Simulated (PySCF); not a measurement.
Compound: C2H5B2F2N.
Bonds: B1–N2, N2–C3 (triple), C3–C4, C4–B5, B5–F6, B5–F7. Hydrogens: H8, H9, H10 on B1; H11, H12 on C4.
Bond orders are those of one Lewis drawing.

Computed by this run: PySCF 2.14.0, PBE0-D3(BJ)/def2-SVP geometry optimisation, gas phase; density fitting, grid level 1; the optimiser is geomeTRIC in internal coordinates, started from a GFN2-xTB structure with every atom displaced at random (about 0.01 Å).

Step 0: E = -10415.1344 eV
```
atom  x, y, z in Å  |  force x, y, z in eV/Å
B1      2.4930    0.6899   -0.0315   -0.429   1.280   0.191
N2      1.1420    0.1115    0.1138   -2.263  -1.182   0.276
C3      0.0872   -0.3680    0.2154    3.386   1.491  -0.282
C4     -1.1647   -0.9567    0.3212   -2.756  -0.345   0.385
B5     -2.3960    0.0810    0.1699    0.340   0.343   0.310
F6     -3.5452   -0.2585   -0.3485   -0.102  -0.538  -0.191
F7     -2.3158    1.3231    0.5951    0.375  -0.212   0.059
H8      3.1397    0.3053    0.8681    0.716  -0.453   0.899
H9      2.2988    1.8966    0.0382    0.163   0.119  -0.072
H10     2.8675    0.3459   -1.0846    0.561  -0.340  -1.187
H11    -1.2970   -1.7535   -0.4145    0.040  -0.270  -0.266
H12    -1.2678   -1.4447    1.3149   -0.031   0.107  -0.122
```

Step 1: E = -10415.3227 eV
```
atom  x, y, z in Å  |  force x, y, z in eV/Å
B1      2.5278    0.7187   -0.0338    0.309  -0.046  -0.137
N2      1.1288    0.1325    0.0493    0.323   0.066   0.334
C3      0.0947   -0.3407    0.2051   -0.804  -0.248  -0.284
C4     -1.2301   -0.9369    0.2782    0.471   0.128   0.044
B5     -2.4374    0.0796    0.1958   -0.084  -0.160   0.166
F6     -3.5864   -0.3415   -0.2843    0.092   0.193   0.037
F7     -2.3463    1.2806    0.7093   -0.085   0.008  -0.179
H8      3.1124    0.3474    0.9829   -0.080  -0.006  -0.117
H9      2.3968    1.9293   -0.0754   -0.032   0.105  -0.021
H10     3.0238    0.2648   -1.0653   -0.043   0.042   0.130
H11    -1.3142   -1.7398   -0.4691   -0.027   0.007  -0.059
H12    -1.3285   -1.4218    1.2649   -0.041  -0.089   0.086
```

Problem. Estimate the geometry and energy of step 2. (The exact step hangs on the optimiser's Hessian estimate; all steps are aligned on step 1, rigid shifts and turns removed.)

Solution. E = -10415.3388 eV, largest force 0.289 eV/Å
```
atom  x, y, z in Å  |  force x, y, z in eV/Å
B1      2.5243    0.7257   -0.0325    0.120   0.049  -0.080
N2      1.1267    0.1238    0.0631   -0.100  -0.094   0.254
C3      0.0888   -0.3553    0.2029   -0.103   0.056  -0.247
C4     -1.2264   -0.9542    0.2865    0.038  -0.049   0.166
B5     -2.4339    0.0683    0.2103    0.041   0.134  -0.161
F6     -3.5945   -0.2986   -0.2798    0.056  -0.120   0.076
F7     -2.3098    1.2907    0.6594    0.010   0.066   0.051
H8      3.1141    0.3475    0.9724   -0.010  -0.008  -0.025
H9      2.3790    1.9399   -0.0647   -0.021  -0.005  -0.008
H10     3.0149    0.2837   -1.0652   -0.019   0.001   0.030
H11    -1.3212   -1.7507   -0.4680   -0.022   0.017  -0.030
H12    -1.3207   -1.4487    1.2731    0.011  -0.046  -0.027
```

The energy changes by -0.0161 eV. The first-order estimate −F·Δx gives -0.0347 eV and the mean of the old and new forces, exact on a quadratic surface, -0.0165 eV. The step makes an angle of 73° with the force vector and moves no atom by more than 0.063 Å.

What follows is the cost of the whole optimisation. The run took 85 s of wall time on Arm Neoverse V1, one thread, no GPU, shared host with 32 logical CPUs at a one-minute load of 25, and the process peaked at 0.48 GiB of memory.
